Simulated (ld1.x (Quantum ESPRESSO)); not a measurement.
**Transferability test, TM potential for Ru (Z = 44)**

ruthenium (Ru), norm-conserving Troullier–Martins (Kleinman–Bylander form), made with ld1.x (Quantum ESPRESSO) 7.5 (PBE, fully relativistic). Core [Kr], reference 4d7 5s1 5p0. Waves: 5p (bound, empty): rc 3.80 bohr; 4d (bound): rc 1.40 bohr; 5s (bound): rc 2.55 bohr. Local part: the s channel. Core correction: Bessel-smoothed model core inside 0.85 bohr.

Open shells are filled in proportion to 2j + 1 (rel_dist='average').

Energies are relative to the spin-unpolarised reference configuration 4d7 5s1 5p0; without spin polarisation the order of configurations can differ from experiment.

```csv
valence configuration,charge,ΔE all-electron (eV),error AE − PS (meV)
4d7 5s0 5p0,+1,7.293,-14
4d5 5s0 5p0,+3,56.099,-675
4d7.5 5s0.5 5p0,0,-0.318,-24
4d6 5s2 5p0,0,1.701,-130
4d7 5s0.5 5p0,+0.5,2.864,-3.1
```

(1) What are ΔE and the potential's error for 4d6 5s1 5p1?

(2) What are ΔE and the potential's error for 4d6 5s0 5p0?

Answers

(1) ΔE = 5.649 eV all-electron; the error (AE − PS) is -125 meV.

(2) ΔE = 25.479 eV all-electron; the error (AE − PS) is -124 meV.
